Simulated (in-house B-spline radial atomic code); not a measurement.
Successive ionisation energies of holmium; each step leads to the configuration of the next row (after the last: [Ar] 3d1). NIST's values go from ground level to ground level; the uncertainty of those that are theory runs from under 0.1 % in few-electron ions to several per cent in heavy many-electron ones. Computed with a B-spline radial code for spherical atoms: non-relativistic Hartree-Fock, average of the configuration, point nuclei.

This level leaves out relativity, spin-orbit splitting included, which matters for heavy ions.

| ion | configuration | ionisation energy (eV) | tabulated value (eV) | tabulated kind | computed minus tabulated (eV) | highest orbital | largest mean radius (bohr) |
| --- | --- | --- | --- | --- | --- | --- | --- |
| Ho35+ | [Ar] 3d10 4s2 4p2 | 1478.1 | 1545 | tabulated theory | -67 | 4p | 0.48506 |
| Ho36+ | [Ar] 3d10 4s2 4p1 | ? | ? | tabulated theory | ? | ? | ? |
| Ho37+ | [Ar] 3d10 4s2 | 1637.8 | 1719 | tabulated theory | -81 | 4s | 0.48011 |
| Ho38+ | [Ar] 3d10 4s1 | 1688.4 | 1773.6 | semi-empirical | -85 | 4s | 0.47715 |
| Ho39+ | [Ar] 3d10 | 3036.2 | 3018 | tabulated theory | 18 | 3d | 0.2407 |
| Ho40+ | [Ar] 3d9 | 3147.6 | 3125 | tabulated theory | 23 | 3d | 0.23934 |
| Ho41+ | [Ar] 3d8 | 3260.5 | 3238 | tabulated theory | 23 | 3d | 0.23799 |
| Ho42+ | [Ar] 3d7 | 3375.0 | 3359 | tabulated theory | 16 | 3d | 0.23665 |
| Ho43+ | [Ar] 3d6 | 3490.9 | 3476 | tabulated theory | 15 | 3d | 0.23533 |
| Ho44+ | [Ar] 3d5 | 3608.4 | 3592 | tabulated theory | 16 | 3d | 0.23401 |
| Ho45+ | [Ar] 3d4 | ? | ? | tabulated theory | ? | ? | ? |
| Ho46+ | [Ar] 3d3 | ? | ? | tabulated theory | ? | ? | ? |
| Ho47+ | [Ar] 3d2 | 3969.7 | 4009 | tabulated theory | -39 | 3d | 0.23013 |

**Question.** Fill in the row of Ho36+.

**Answer.** ionisation energy (eV): 1526.1; tabulated value (eV): 1598; computed minus tabulated (eV): -72; highest orbital: 4p; largest mean radius (bohr): 0.48257.

**Question.** Fill in the row of Ho45+.

**Answer.** ionisation energy (eV): 3727.3; tabulated value (eV): 3760; computed minus tabulated (eV): -33; highest orbital: 3d; largest mean radius (bohr): 0.23271.

**Question.** Fill in the row of Ho46+.

**Answer.** ionisation energy (eV): 3847.8; tabulated value (eV): 3880; computed minus tabulated (eV): -32; highest orbital: 3d; largest mean radius (bohr): 0.23141.

**Question.** Where is the largest jump?

**Answer.** From Ho38+ to Ho39+, by a factor of 1.80 (1688.4 to 3036.2 eV); the highest orbital goes from 4s to 3d.
